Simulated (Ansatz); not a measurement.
`[NH2][Al]([F])[O][SiH3]` + `[CH3][AlH][OH]` → `[CH3][AlH][O][SiH3]` + `[NH2][Al]([OH])[F]`  (ligand exchange at the Si–O bond)

Computed with Ansatz on PBE0-D4/def2-TZVP structures; ΔE is electronic, products minus reactants. CBS: MP2 limit from def2 TZ/QZ plus the TZ coupled-cluster correction, frozen cores. DFT in def2-TZVPP. B3LYP here is the variant with VWN-RPA as its local correlation; programs differ in this. One conformer a species, not always the lowest.

```csv
level,ΔE (kcal/mol),difference from CCSD(T)/CBS
LDA (SPW92),1.4,0.3
revPBE-D4,1.0,-0.1
B3LYP-D4,1.2,0.1
B2PLYP,1.3,0.2
PBE-QIDH,1.2,0.1
r2SCAN0,1.2,0.1
CCSD/def2-SVP,2.3,1.2
SCS-MP2/def2-TZVPP,1.3,0.2
MP2/CBS(def2),1.0,-0.1
CCSD/CBS(def2),1.1,0.0
CCSD(T)/CBS,1.1,0
```

Largest T1 diagnostic among the species: 0.012.

At CCSD(T), def2-SVP lies +1.2 kcal/mol from the extrapolated value and def2-TZVPP +0.2 kcal/mol. Leaving LDA and LC-ωPBE aside and taking each functional with its dispersion term where it has one, the values, not all of them listed here, spread over 0.3 kcal/mol, from revPBE-D4 to B97M-V.
